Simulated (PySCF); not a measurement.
How methods differ on the ionisation energy of P⁺

P⁺ [Ne] 3s2 3p2 (3P) → P²⁺ [Ne] 3s2 3p1 (2P), as a difference of total energies. Computed with PySCF 2.14 in x2c-TZVPPall with one added diffuse shell each of s, p, d type (6s6p4d1f, 51 functions), with scalar relativity by spin-free X2C-1e. Correlated levels: valence: [Ne] frozen; valence and next inner shell: 1s2 frozen. The calculations carry no spin-orbit coupling.

```
                                method  ionisation energy (eV)
                                   UHF                  19.150
                                   LDA                  19.810
                                   PBE                  19.776
                                  PBE0                  19.809
                                r2SCAN                  19.927
                                  BP86                  19.823
                                  TPSS                  19.818
                                  BLYP                  19.547
                               wB97M-V                  19.469
                         MP2 (valence)                  19.597
                     SCS-MP2 (valence)                  19.506
    MP2 (valence and next inner shell)                  19.605
SCS-MP2 (valence and next inner shell)                  19.512
```

A first-order spin-orbit estimate (lowest level to lowest level, LS coupling) adds -0.007 eV.

Errors of the correlated levels include the incompleteness of this basis and the frozen core.

**Question.** Which method comes closest to the reference value, and which is furthest?

**Answer.** The reference is 19.769 eV (semi-empirical (NIST evaluation); NIST Atomic Spectra Database, ionization energies). Closest: PBE (error 0.000 eV); furthest: UHF (error -0.626 eV), both after the spin-orbit estimate.
